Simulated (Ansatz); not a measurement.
C$_{7}$H$_{12}$O$_{2}$, SMILES `CC(=O)CC(=O)C(C)C`. Total charge 0; spin multiplicity 1. Geometry: relaxed with PBE0-D4/def2-TZVP. It is one conformer, not always the lowest.

```xyz
21

C    -2.067   -2.007   -1.256
C    -1.877   -0.603   -0.769
O    -2.177    0.369   -1.415
C    -1.220   -0.457    0.598
C     0.284   -0.442    0.363
O     0.907   -1.472    0.316
C     0.912    0.918    0.159
C     1.083    1.590    1.524
C     2.229    0.820   -0.586
H    -1.141   -2.573   -1.125
H    -2.379   -2.008   -2.299
H    -2.828   -2.501   -0.644
H    -1.561    0.480    1.038
H    -1.460   -1.306    1.238
H     0.191    1.508   -0.422
H     1.788    1.027    2.141
H     0.140    1.670    2.069
H     1.478    2.600    1.393
H     2.096    0.363   -1.568
H     2.660    1.814   -0.725
H     2.941    0.208   -0.031
```

What is the dipole moment at B3LYP/def2-TZVPP? (An estimate is asked.)

The calculation gave: 1.55 D, with components (-0.42, 0.16, 1.48) D in this frame, pointing from negative to positive charge.

And with PBE, r2SCAN, ωB97M-V? (Estimate.)

Ansatz gave: PBE 1.45 D, r2SCAN 1.50 D, ωB97M-V 1.55 D.

Give the Mulliken charges with B3LYP, PBE, r2SCAN in def2-TZVPP. (An estimate is asked.)

The calculation gave: 
```csv
atom,B3LYP,PBE,r2SCAN
C1,-0.25,-0.24,-0.16
C2,0.16,0.11,0.21
O3,-0.28,-0.24,-0.32
C4,-0.09,-0.06,-0.03
C5,0.13,0.08,0.15
O6,-0.28,-0.24,-0.32
C7,0.07,0.09,0.16
C8,-0.29,-0.28,-0.20
C9,-0.26,-0.26,-0.17
H10,0.12,0.11,0.09
H11,0.10,0.10,0.07
H12,0.09,0.09,0.06
H13,0.10,0.08,0.06
H14,0.10,0.09,0.07
H15,0.06,0.06,0.01
H16,0.09,0.09,0.06
H17,0.09,0.08,0.05
H18,0.09,0.09,0.05
H19,0.09,0.09,0.05
H20,0.08,0.08,0.05
H21,0.09,0.09,0.06
```

B3LYP here is the variant with VWN-RPA as its local correlation; programs differ in this.
